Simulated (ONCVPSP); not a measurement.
## germanium (Ge) ONCV: all-electron and pseudo phase curves

| Quantity | Value |
| --- | --- |
| Element | germanium |
| Generator | ONCVPSP 4.0.1 |
| Type | optimised norm-conserving Vanderbilt (ONCV) |
| Functional | PBEsol |
| Relativity | scalar-relativistic |
| Frozen core | [Ar] 3d10 |
| Valence charge | 4 |
| Reference configuration | 4s2 4p2 |
| Partial waves | 4s: rc 1.45 bohr, ncon 4, nbas 7, qcut 3.8 1/bohr, local; 4p: rc 2.20 bohr, ncon 3, nbas 7, qcut 4.2 1/bohr, 2 projectors, debl 0.5 Ha; d scattering state at 0.13 Ha: rc 2.15 bohr, ncon 3, nbas 8, qcut 5.3 1/bohr, 2 projectors, debl 3.2 Ha |
| Local potential | the s channel |
| Core correction | Teter function, fcfact 1.5, rcfact 1.1 |

The phase is arctan(r·R′/R) of the radial function R(r), unwrapped; energies in Ha, scanned from -2 to 5 Ha. A pole is an energy at which the radial function vanishes at the test radius. The pseudo phase is shifted by a multiple of π to meet the all-electron one at the reference energy, and phase errors are pseudo minus all-electron; the curves can meet again beyond the range given. Levels narrower than the energy grid can be missing from the lists of poles.

```json
{"channel": "s", "radius (bohr)": "1.48", "reference energy (Ha)": "-0.43", "poles, all-electron": "4.38", "poles, pseudo": "3.41", "unbroken range about the reference energy with phases within 0.05 rad": "below 3.0", "phase error 1 Ha above the reference energy (rad)": "-0.014"}
{"channel": "p", "radius (bohr)": "2.23", "reference energy (Ha)": "-0.14", "poles, all-electron": "1.15", "poles, pseudo": "1.15", "unbroken range about the reference energy with phases within 0.05 rad": "below 2.6", "phase error 1 Ha above the reference energy (rad)": "+0.000"}
{"channel": "d", "radius (bohr)": "2.18", "reference energy (Ha)": "0.13", "poles, all-electron": "-1.05, 2.48", "poles, pseudo": "2.38, 4.66", "unbroken range about the reference energy with phases within 0.05 rad": "-0.7 to 3.8", "phase error 1 Ha above the reference energy (rad)": "-0.042"}
```

Note: ghosts flagged at negative energy: p at -299.0 eV; no localised positive-energy state flagged. A true bound ghost makes a file unfit for plane-wave use.

Phases in the d channel:

| E (Ha) | all-electron | pseudo |
| --- | --- | --- |
| -1.98 | 1.270 | -1.836 |
| -1.62 | 1.216 | -1.865 |
| -1.26 | 1.037 | -1.905 |
| -0.90 | -1.846 | -1.963 |
| -0.54 | -2.023 | -2.057 |
| -0.18 | -2.222 | -2.232 |
| 0.18 | -2.635 | -2.636 |
| 0.54 | -3.455 | -3.491 |
| 0.90 | -4.106 | -4.154 |
| 1.26 | -4.392 | -4.430 |
| 1.62 | -4.536 | -4.565 |
| 1.98 | -4.625 | -4.647 |
| 2.34 | -4.691 | -4.706 |
| 2.70 | -4.747 | -4.756 |
| 3.06 | -4.804 | -4.807 |
| 3.42 | -4.875 | -4.875 |
| 3.78 | -4.982 | -5.034 |
| 4.14 | -5.206 | -6.981 |
| 4.50 | -5.932 | -7.790 |
| 4.86 | -7.097 | -7.906 |
